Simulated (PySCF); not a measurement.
H2O4S, SMILES O=S(=O)(O)O (connectivity only; charge and spin as stated), charge +1, multiplicity 2. Atoms are numbered in the order given.

```xyz
7

O      0.0000    -1.1569     0.9926
S      0.0000     0.0000    -0.0724
O      1.1818     0.0000    -0.9916
O     -1.1818     0.0000    -0.9916
O      0.0000     1.1569     0.9926
H      0.0000    -2.0576     0.5707
H      0.0000     2.0576     0.5707
```
Charge +1, spin multiplicity 2.

The structure is a stationary point at PBE-D3(BJ)/def2-SVP. The spin state was assumed, not searched. Other conformers were not sampled.

All values below come from PBE0/pcH-1 (PySCF).

Unrestricted Kohn–Sham, ⟨S²⟩ = 0.764. Hyperfine tensors hold the contact and dipolar terms, without spin-orbit corrections.

Computed hyperfine couplings:
| nucleus | A(iso) (MHz) | A(iso) (G) | dipolar principal values (MHz) |
|---|---|---|---|
| 17O no. 1 | 2.6 | 0.9 | -11.1, 4.4, 6.7 |
| 33S no. 2 | -28.2 | -10.1 | -4.4, 2.2, 2.2 |
| 17O no. 3 | -14.0 | -5.0 | -172.6, 83.1, 89.5 |
| 17O no. 4 | -14.0 | -5.0 | -172.6, 83.1, 89.5 |
| 17O no. 5 | 2.6 | 0.9 | -11.1, 4.4, 6.7 |
| 1H no. 6 | -2.2 | -0.8 | -2.1, -1.2, 3.3 |
| 1H no. 7 | -2.2 | -0.8 | -2.1, -1.2, 3.3 |

Q: And the g tensor (effective nuclear charges for spin-orbit coupling, GIAO)? (An estimate is asked for; the answer gives what the named calculation found.)

A: principal values 2.0050, 2.0073, 2.0160; isotropic 2.0094.
